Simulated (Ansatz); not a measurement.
Calculated with Ansatz (gas phase, PBE0-D4/def2-TZVP geometries, no zero-point term in ΔE). CBS: MP2 limit from def2 TZ/QZ plus the TZ coupled-cluster correction, frozen cores. Functionals use def2-TZVPP. B3LYP here is the variant with VWN-RPA as its local correlation; programs differ in this. HSE06 is defined as in plane-wave codes. One conformer a species, not always the lowest.

`BC(C)(C)F` + `[CH3][Al]([F])[SH]` → `C[S][Al]([CH3])[F]` + `BC(C)F`  (substitution at a C–C bond)

`BC(C)(C)F`:

Z-matrix (Å, degrees):
```
C
C 1 1.523
C 1 1.523 2 111.3
B 1 1.563 2 110.5 3 123.3
F 1 1.409 2 106.6 3 -115.9
H 2 1.091 1 110.9 3 -61.2
H 2 1.092 1 111.3 3 177.9
H 2 1.093 1 109.2 3 58.7
H 3 1.091 1 110.8 2 61.2
H 3 1.093 1 109.2 2 -58.6
H 3 1.092 1 111.3 2 -177.8
H 4 1.196 1 118.2 2 -62.1
H 4 1.193 1 121.4 2 117.8
```

`[CH3][Al]([F])[SH]`:

Z-matrix (Å, degrees):
```
C
Al 1 1.934
H 1 1.092 2 112.6
H 1 1.094 2 110.4 3 120.9
H 1 1.094 2 110.5 3 -121.0
F 2 1.650 1 120.1 3 178.5
S 2 2.176 1 125.7 3 -1.6
H 7 1.344 2 92.4 1 0.1
```

`C[S][Al]([CH3])[F]`:

```xyz
11

C    -0.272    0.096   -1.957
S    -0.127    1.694   -1.089
Al    0.145    1.034    0.956
C     0.203   -0.819    1.526
F     0.312    2.248    2.063
H    -1.255    0.037   -2.422
H    -0.146   -0.752   -1.285
H     0.494    0.050   -2.729
H     1.028   -1.361    1.055
H    -0.719   -1.349    1.273
H     0.338   -0.878    2.609
```

`BC(C)F`:

```xyz
10

B     1.015    0.548    0.883
C     0.398   -0.351   -0.225
C    -1.090   -0.122   -0.443
F     1.049   -0.234   -1.456
H     1.935    1.276    0.661
H     0.546    0.482    1.981
H     0.539   -1.397    0.100
H    -1.459   -0.791   -1.222
H    -1.288    0.906   -0.755
H    -1.644   -0.316    0.477
```

```
             level  ΔE (kJ/mol)  difference from CCSD(T)/CBS
           BLYP-D4         29.2                         -7.9
            B97M-V         37.3                          0.2
           PBE0-D4         32.3                         -4.8
          HSE06-D4         32.0                         -5.1
           ωB97M-V         36.1                         -1.0
          PBE-QIDH         36.1                         -1.0
            revPBE         26.1                        -11.0
              PBE0         31.9                         -5.2
             B3LYP         30.4                         -6.7
           r2SCANh         35.7                         -1.4
             HSE06         31.7                         -5.4
           LC-ωPBE         35.0                         -2.1
RPA@PBE/def2-TZVPP         38.8                          1.7
     HF/def2-TZVPP         34.3                         -2.8
SCS-MP2/def2-TZVPP         37.0                         -0.1
CCSD(T)/def2-TZVPP         39.3                          2.2
       CCSD(T)/CBS         37.1                            0
```

Largest T1 diagnostic among the species: 0.011.

Leaving LDA and LC-ωPBE aside and taking each functional with its dispersion term where it has one, the values spread over 8.2 kJ/mol, from BLYP-D4 to B97M-V. LDA lies +9.9 kJ/mol from PBE without D4. At CCSD(T), def2-SVP lies +11.1 kJ/mol from the extrapolated value and def2-TZVPP +2.2 kJ/mol.
